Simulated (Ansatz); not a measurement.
Born–Oppenheimer molecular dynamics of Cl₂H₂OSn (6 atoms, charge 0, multiplicity 1). It goes on from the last frame of an earlier run, with new velocities.

Level of theory: RKS PBE0/def2-SVP (Ansatz).

```
ensemble                      : NVE (velocity Verlet)
time step                     : 0.5 fs
steps asked                   : 100
starting velocities drawn for : 200 K
masses                        : H 10 u
seed                          : 479109
```

First frame:

```xyz
6
Properties=species:S:1:pos:R:3
Sn 0.086 -0.034 0.059
Cl 0.103 0.109 2.399
H 1.721 0.018 -0.511
Cl -1.242 1.727 -0.714
O -0.751 -1.662 -0.573
H -1.706 -1.712 -0.387
```

(1) How far do the bonds stretch over the last three quarters of this one trajectory? (Pairs bonded in most of those frames.)

Answers

(1) 
```tsv
bond	mean (Å)	spread (Å)	shortest	longest
Sn1–Cl2	2.346	0.013	2.32	2.36
Sn1–H3	1.704	0.053	1.63	1.77
Sn1–Cl4	2.324	0.013	2.31	2.35
Sn1–O5	1.972	0.019	1.93	2.00
O5–H6	0.971	0.022	0.94	1.00
```

Mean temperature of the second half: 133 K. The conserved energy stayed within 0.024 meV per atom of its start (net change 0.02 meV per atom), so the integration is sound. A run of 0.05 ps of so small a system gives no equilibrium averages.

Run time: 3.7 min on 1 thread of Intel(R) Xeon(R) 6975P-C (Granite Rapids), on a shared host, peak memory 0.2 GiB.
